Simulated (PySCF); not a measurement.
SMILES B[SiH2]C(C)C (GFN2-xTB optimised geometry):

```
16

B      2.239     0.690     1.672
Si     1.597    -0.091     0.000
C     -0.334    -0.091     0.000
C     -0.889     1.330     0.000
C     -0.884    -0.873     1.188
H      2.490     0.029     2.605
H      2.356     1.847     1.809
H      1.978     0.611    -1.243
H      1.974    -1.496    -0.259
H     -0.678    -0.584    -0.915
H     -1.978     1.319    -0.052
H     -0.601     1.857     0.909
H     -0.514     1.891    -0.853
H     -0.603    -0.397     2.127
H     -0.499    -1.891     1.194
H     -1.973    -0.923     1.148
```

Level of theory: CAM-B3LYP/def2-TZVP (PySCF).

Problem. What are the frontier orbital energies and the dipole moment?

Solution. HOMO-2 -10.34 eV, HOMO-1 -10.01 eV, HOMO -9.16 eV, LUMO -1.42 eV, LUMO+1 2.01 eV; dipole moment 0.55 D.

Meta-Löwdin charges at CAM-B3LYP/def2-TZVP: B1 -0.18, Si2 0.51, C3 -0.25, C4 -0.33, C5 -0.33, H6 0.03, H7 0.03, H8 -0.11, H9 -0.11, H10 0.11, H11 0.11, H12 0.10, H13 0.11, H14 0.10, H15 0.11, H16 0.11.
